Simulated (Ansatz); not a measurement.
Program: Ansatz. Geometries: PBE0-D4/def2-TZVP. ΔE: electronic, gas phase. CBS: MP2 limit from def2 TZ/QZ plus the TZ coupled-cluster correction, frozen cores. Functionals use def2-TZVPP. B3LYP here is the variant with VWN-RPA as its local correlation; programs differ in this. def2 core potentials past Kr. For Te outer-core shells are correlated without core-valence functions, which leaves a few kJ/mol of doubt a bond. One conformer a species, not always the lowest.

Consider the formal exchange of groups at the Si–O bond: `[SiH3]OC[TeH]` + `NBCF` → `NB([SiH3])CF` + `OC[TeH]`.

```tsv
level	ΔE (eV)
r2SCAN-D4	0.98
B3LYP-D4	1.06
ωB97X-V	1.03
r2SCAN	0.98
PBE0	0.88
CCSD/def2-TZVPP	1.07
CCSD(T)/def2-TZVPP	1.04
CCSD/CBS(def2)	1.08
```

Task: What does CCSD(T)/CBS give? (Estimate.)

Result: The calculation gave: +1.05 eV. The listed levels differ from it by -0.07, 0.01, -0.02, -0.07, -0.17, 0.02, -0.01, 0.03 eV.

Largest T1 diagnostic among the species: 0.013.

From PBE to PBE0 (25 % exact exchange), in def2-TZVPP and without D4, ΔE moves by +0.07 eV. In def2-TZVPP, CCSD(T) changes the Hartree–Fock value by −0.21 eV (the triples alone add −0.03 eV) and MP2 by −0.13 eV.
